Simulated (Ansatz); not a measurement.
Coupled-cluster diagnostics for Ca4O3, Ansatz.

Geometry of the singlet (r2SCAN-D4/def2-SVP):

```xyz
7

Ca    0.5962   -0.6831    0.9962
Ca   -0.6531    0.6952   -1.0815
Ca    1.1305    2.9724    1.7334
Ca   -0.7802   -2.4168   -1.1955
O    -1.4625   -0.9826    0.1416
O     0.4103    1.4386    0.6259
O     0.7587   -1.0238   -1.2202
```

Correlated methods freeze 23 core orbitals; core or outer-core shells of Ca are correlated, in sets that lack core-valence functions. Another isomer (singlet) lies 1.84 eV lower at PBE0-D4/def2-TZVP; other spin states weren't run for this one.

Problem. Estimate the CCSD(T) correlation energy, the shares of MP2 and (T), T1 and the reference's ⟨S²⟩ for: charge 0, singlet, own geometry in def2-SVP; and the rough time on 4 threads of Arm Neoverse V2 on a shared host.

Solution. 
```csv
state,basis,correlation (eV),MP2 share (%),(T) share (%),T1,⟨S²⟩ (pure),wall time,remarks
"charge 0, singlet, own geometry",def2-SVP,-31.882,94.9,3.1,0.035,0.00 (0.00),50 s,"large T1, restricted SCF unstable"
```
Customary marks for T1 are 0.02 (closed shells), 0.045 (open shells) and about 0.05 (3d metals). T1 exceeds 0.02 in 1 of 1 rows and 0.045 in 0; the higher it lies, the less the single-reference result can be trusted.
